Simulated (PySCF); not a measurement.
The isolated species `[BH3-][N+]#CC[S@](C)=O` is ionised with Mg Kα (hν = 1253.6 eV). Calculated photoelectron kinetic energies of its computed core levels, recoil neglected:

```tsv
line	kinetic energy (eV)
1	1059.49
2	961.61
3	960.56
4	960.55
5	846.73
6	716.23
```

Computed with PySCF, delta-SCF UKS SCAN, pcX-2 on the ionised atom, pcseg-1 elsewhere, spin-free X2C.

Q: Which element, shell and site does each line come from? Numbering: `[BH3-:1][N+:2]#[C:3][CH2:4][S@:5]([CH3:6])=[O:7]`.

A: Against the vacuum level, binding energy = hν − kinetic energy.

```tsv
line	binding energy (eV)	level	atoms	environment
1	194.11	B 1s	B1	four-coordinate boron
2	291.99	C 1s	C6	S-methyl carbon
3	293.04	C 1s	C3	triply bonded carbon
4	293.05	C 1s	C4	sp3 carbon bound to sulfur
5	406.87	N 1s	N2	nitrogen bonded to B and C
6	537.37	O 1s	O7	sulfinyl oxygen
```

Out of reach at this photon energy: S 1s (2480.9 eV).

Q: Where does line 6 move with hν = 1000.0 eV?

A: To 1000.0 − 537.37 = 462.63 eV; every photoline shifts by the change in photon energy, -253.6 eV.

The listed C 1s values span 1.06 eV, from C6 (bonded to S and 3 H) to C4 (bonded to S, C and 2 H). Summing the Pauling electronegativity differences to the bonded atoms, each weighted by its formal bond order, gives -1.02 for the lowest site and -0.67 for the highest; the largest sum, +1.47, belongs to C3, 0.01 eV below the top. The values 293.04 and 293.05 eV lie too close for their order to be trusted.

Q: What is the longest wavelength that can ionise C 1s of C3 vertically?

A: λ = hc/E = 12398.42 eV Å / 293.04 eV = 42.310 Å.

Other core shells, valence and Auger electrons aren't listed. Not every level is listed. Isolated species at its PBE0-D3(BJ)/def2-SVP geometry (one conformer only).

On Arm Neoverse N1, one thread, no GPU, on a shared host, this took 2.5 min wall and 0.60 GiB of memory at its peak.

Shape of the structure used: `[BH3-:1][N+:2]#[C:3][CH2:4][S@:5]([CH3:6])=[O:7]`: C3–C4–S5–C6 -60°.
